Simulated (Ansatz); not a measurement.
Isolated molecules relaxed with PBE0-D4/def2-TZVP in Ansatz; ΔE leaves out vibrations. CBS: MP2 limit from def2 TZ/QZ plus the TZ coupled-cluster correction, frozen cores. This one scheme is used for every species. Functionals use def2-TZVPP. B3LYP here is the variant with VWN-RPA as its local correlation; programs differ in this. Each species was taken in one conformer, which may not be the lowest.

Reaction (ligand exchange at the Si–C bond): `C=N[SiH2]C` + `B1CN1` → `C=N[SiH2]N1BC1` + CH₄

Q: Is it downhill or uphill in electronic energy at CCSD(T)/CBS, and by how much? (An estimate is asked.)

A: The calculation gave: Downhill: ΔE = -85.6 kJ/mol.

Q: What do these levels give: PBE0, B3LYP, SCS-MP2/def2-TZVPP, CCSD(T)/def2-TZVPP, HF/CBS(def2), CCSD/CBS(def2)? (Estimate.)

A: The calculation gave: PBE0 -74.6, B3LYP -81.6, SCS-MP2/def2-TZVPP -89.8, CCSD(T)/def2-TZVPP -85.8, HF/CBS(def2) -93.0, CCSD/CBS(def2) -85.2 kJ/mol.

Largest T1 diagnostic among the species: 0.014.

In def2-TZVPP, CCSD(T) changes the Hartree–Fock value by +6.6 kJ/mol (the triples alone add −0.4 kJ/mol) and MP2 by +3.1 kJ/mol. The D4 term adds −6.3 kJ/mol with B3LYP and −3.8 kJ/mol with PBE0; it sums over pairs of atoms, weighted by their polarisabilities, and B3LYP, whose exchange is more repulsive, gets the larger term.
